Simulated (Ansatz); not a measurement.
1-ethyl-3-methylimidazolium mesylate, `CCn1cc[n+](C)c1.CS(=O)(=O)[O-]`, relaxed as a singlet with RKS PBE-D4/def2-SVP in Ansatz, starting from the GFN2-xTB geometry. Force threshold 0.03 eV/Å.

Start:

```xyz
27

C     2.913   -1.399    1.459
C     2.088   -0.440    0.608
N     0.733   -0.899    0.441
C     0.278   -1.668   -0.595
C    -1.071   -1.704   -0.514
N    -1.434   -0.959    0.579
C    -2.779   -0.556    0.878
C    -0.329   -0.426    1.093
H     3.925   -1.017    1.560
H     2.957   -2.383    0.998
H     2.480   -1.499    2.451
H     2.040    0.550    1.064
H     2.512   -0.327   -0.392
H     0.945   -2.096   -1.312
H    -1.796   -2.166   -1.149
H    -3.077    0.169    0.113
H    -2.811   -0.086    1.858
H    -3.442   -1.421    0.853
H    -0.289    0.142    2.001
C    -0.460    3.136   -1.865
S    -0.502    1.461   -1.179
O    -1.811    0.905   -1.496
O     0.613    0.735   -1.771
O    -0.326    1.643    0.283
H    -1.253    3.699   -1.396
H     0.510    3.555   -1.639
H    -0.614    3.049   -2.931
```

```csv
step,energy (eV),largest force component (eV/Å),SCF passes
1,-27402.5694,2.518,22
2,-27403.0127,1.372,21
3,-27403.1112,0.259,21
4,-27403.1248,0.181,22
5 (rejected),-27402.9586,1.721,29
6,-27403.1335,0.116,21
7,-27403.1368,0.098,21
8,-27403.1413,0.171,21
9 (rejected),-27403.1412,0.273,22
10,-27403.1461,0.076,21
11,-27403.1491,0.068,21
14,-27403.1630,0.096,21
17,-27403.1915,0.227,21
20,-27403.2109,0.181,21
23,-27403.2191,0.101,22
26 (rejected),-27403.2220,0.212,20
29,-27403.2241,0.088,20
32,-27403.2256,0.036,21
35,-27403.2265,0.041,21
38,-27403.2274,0.067,21
41,-27403.2280,0.066,22
44,-27403.2287,0.032,21
47,-27403.2296,0.044,20
50,-27403.2303,0.099,20
52,-27403.2310,0.016,24
```

Force components are those of the run's own axes.

End:

Cartesian coordinates in Å:
```
C 2.737 -0.868 1.664
C 2.126 -0.796 0.271
N 0.746 -1.305 0.229
C 0.285 -2.405 -0.469
C -1.089 -2.385 -0.394
N -1.437 -1.275 0.353
C -2.777 -0.727 0.547
C -0.313 -0.625 0.703
H 3.775 -0.484 1.630
H 2.763 -1.905 2.059
H 2.175 -0.230 2.377
H 2.054 0.259 -0.085
H 2.702 -1.395 -0.461
H 0.964 -3.100 -0.970
H -1.839 -3.060 -0.816
H -2.702 0.372 0.370
H -3.139 -0.935 1.573
H -3.458 -1.193 -0.188
H -0.277 0.352 1.202
C -0.451 3.493 -1.702
S -0.375 1.967 -0.733
O -1.532 2.055 0.243
O -0.505 0.835 -1.714
O 0.963 2.006 -0.027
H -0.359 4.348 -1.008
H 0.386 3.483 -2.425
H -1.422 3.518 -2.230
```

By distances, no bond broke or formed. The bond that changes most is S21–O22, from 1.46 to 1.52 Å (atoms count from 1). A close non-bonded pair moves further: H12–O24, from 2.72 to 2.06 Å.

The force fell under the threshold at step 28, but the optimiser went on and released 0.008 eV more. No frequencies were taken in this run, so the end may be a saddle point.

It took 3.9 min on 4 threads of Arm Neoverse V1 on a shared host.
